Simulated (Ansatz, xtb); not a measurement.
## Ranking isomers of C4H7ClN2Si

3 gas-phase structures of C4H7ClN2Si, from a drawn sample of its isomers (lower ones may exist). Each was relaxed with GFN2-xTB; where two conformers were screened, the lower at r2SCAN-D4/def2-SVP is listed:

A. `N[SiH2]n1ccc(Cl)c1`, a singlet
B. `ClC[SiH2]n1ccnc1`, a singlet
C. `CC/C(C#N)=N\[SiH2]Cl`, a singlet

Q: Make a reasoned guess at their ranking by r2SCAN-D4/def2-SVP single-point energy.

A: Calculated order at r2SCAN-D4/def2-SVP: A (0.0), C (12.6), B (14.8) kcal/mol.

Energies above the lowest of each column, in kcal/mol; the last columns are at B3LYP/def2-SVP geometries:

```
structure  GFN2-xTB  HF/STO-3G  r2SCAN-D4/def2-SVP  B3LYP/def2-SVP  CCSD(T)/def2-SVP + ΔMP2/def2-TZVPP
        A       0.0        2.1                 0.0             0.0                                 0.0
        C      21.1        0.9                12.6             6.1                                 5.7
        B      15.7        0.0                14.8            13.5                                17.4
```

CCSD(T)/def2-SVP + ΔMP2/def2-TZVPP puts A lowest; HF/STO-3G picks B. Flexible structures stand in one conformer each, not always the lowest. A keeps a small imaginary mode. The ΔMP2 step shifts differences by up to 6.0 kcal/mol, which makes them less sure. ΔMP2 is the change of the MP2 energy from the smaller to the larger basis.

Programs: Ansatz 0.2.0, xtb 6.7.1.
